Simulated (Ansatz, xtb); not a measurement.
H3InPSi: which of two structures lies lower

Structure a is `P[SiH][In]`, a doublet and structure b is a doublet given by its coordinates. Both are isolated molecules in the gas phase, relaxed with BLYP-D3(BJ)/def2-SVP; the shapes shown needn't be the lowest conformers.

a (Å):

```xyz
6

In   -1.2948    0.5213    1.9693
P    -0.2391   -0.3839   -1.1330
Si    1.1218   -0.0103    0.7763
H     1.3855   -1.5080    0.9815
H    -1.2665   -1.3140   -0.7328
H    -1.1088    0.7684   -1.1013
```

b (Å):

```xyz
6

In   -0.7675    2.2674   -1.2638
P     0.6095    0.7445    0.8355
Si   -1.4424   -0.0793    0.7424
H    -2.3786    0.0495    1.9134
H    -1.5398   -1.4416    0.1147
H     0.1944    1.8000    1.7352
```

Close contacts (Å): In1–P2 2.94, In1–Si3 3.16, P2–Si3 2.21, P2–H6 1.45, Si3–H4 1.50, Si3–H5 1.50.

Estimate which is lower in electronic energy at CCSD(T)/def2-SVP, and by roughly how much.

The CCSD(T)/def2-SVP calculation puts structure b lower, by 9.1 kcal/mol.

Level by level:

| level | geometry | E(b) − E(a) (kcal/mol) | departure from the last row (kcal/mol) | job, with rough time for the two |
| --- | --- | --- | --- | --- |
| GFN2-xTB | GFN2-xTB | −12.7 | −3.6 | optimisation, 0.49 s |
| HF/STO-3G | GFN2-xTB | −19.6 | −10.5 | single point, 11 s |
| r2SCAN-D4/def2-SVP | GFN2-xTB | −10.6 | −1.5 | single point, 11 s |
| BLYP-D3(BJ)/def2-SVP | BLYP-D3(BJ)/def2-SVP | −8.2 | +0.9 | optimisation, 1.8 min |
| HF/def2-SVP | BLYP-D3(BJ)/def2-SVP | −8.4 | +0.7 | part of the CCSD(T) run |
| MP2/def2-SVP | BLYP-D3(BJ)/def2-SVP | −11.2 | −2.1 | part of the CCSD(T) run |
| CCSD(T)/def2-SVP | BLYP-D3(BJ)/def2-SVP | −9.1 |  | single point, 31 s |

None of the levels shown reverses the order. The largest departure from CCSD(T)/def2-SVP is that of HF/STO-3G, 10.5 kcal/mol. MP2 in a larger basis moves the difference by −0.4 kcal/mol, a step that isn't added because spin contamination makes open-shell MP2 unreliable in this search.

With harmonic frequencies from BLYP-D3(BJ)/def2-SVP (ideal gas, rigid rotor, one conformer each, 298.15 K, 1 atm): the zero-point term adds +0.2 kcal/mol; ΔH is −9.2 and ΔG −8.3 kcal/mol.

Open shells are spin-unrestricted, with notable spin contamination under HF/STO-3G. The correlated steps freeze 14 core orbitals; the filled d shell of In is correlated, in a basis made for valence electrons. Atoms past krypton carry core potentials in the def2 sets, other sets are all-electron and non-relativistic, and no spin–orbit term is included. Programs: Ansatz 0.2.0, xtb 6.7.1; the last row on 1 thread of Arm Neoverse V1 on a shared host.
